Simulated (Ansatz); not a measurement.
Consider the hydrogenolysis of a K–S bond: `C[S][K]` + H₂ → `[KH]` + CH₃SH.

Program: Ansatz. Geometries: PBE0-D4/def2-TZVP. ΔE: electronic, gas phase. CBS: MP2 limit from def2 TZ/QZ plus the TZ coupled-cluster correction, frozen cores. This one scheme is used for every species. Functionals use def2-TZVPP. HSE06 is defined as in plane-wave codes. For K outer-core shells are correlated without core-valence functions, which leaves a few kJ/mol of doubt a bond. Scalar relativity is left out up to krypton.

**Question.** Is it downhill or uphill in electronic energy at CCSD(T)/CBS, and by how much? (An estimate is asked.)

**Answer.** Computed: Uphill: ΔE = +143.7 kJ/mol.

**Question.** What do these levels give: revPBE-D4, B97M-V, r2SCANh-D4, HSE06-D4, ωB97X-V, B2PLYP, revPBE, r2SCAN, RPA@PBE/def2-TZVPP, MP2/def2-TZVPP, HF/CBS(def2), MP2/CBS(def2)? (Best estimate.)

**Answer.** Ansatz gave: revPBE-D4 126.8, B97M-V 107.8, r2SCANh-D4 138.0, HSE06-D4 130.3, ωB97X-V 130.8, B2PLYP 134.6, revPBE 127.2, r2SCAN 137.9, RPA@PBE/def2-TZVPP 124.5, MP2/def2-TZVPP 149.1, HF/CBS(def2) 124.5, MP2/CBS(def2) 158.7 kJ/mol.

Largest T1 diagnostic among the species: 0.017.

In def2-TZVPP, CCSD(T) changes the Hartree–Fock value by +11.2 kJ/mol (the triples alone add +2.8 kJ/mol) and MP2 by +26.2 kJ/mol. Leaving LDA and LC-ωPBE aside and taking each functional with its dispersion term where it has one, the values, not all of them listed here, spread over 30.9 kJ/mol, from B97M-V to PBE-QIDH. LDA lies −8.2 kJ/mol from PBE without D4.
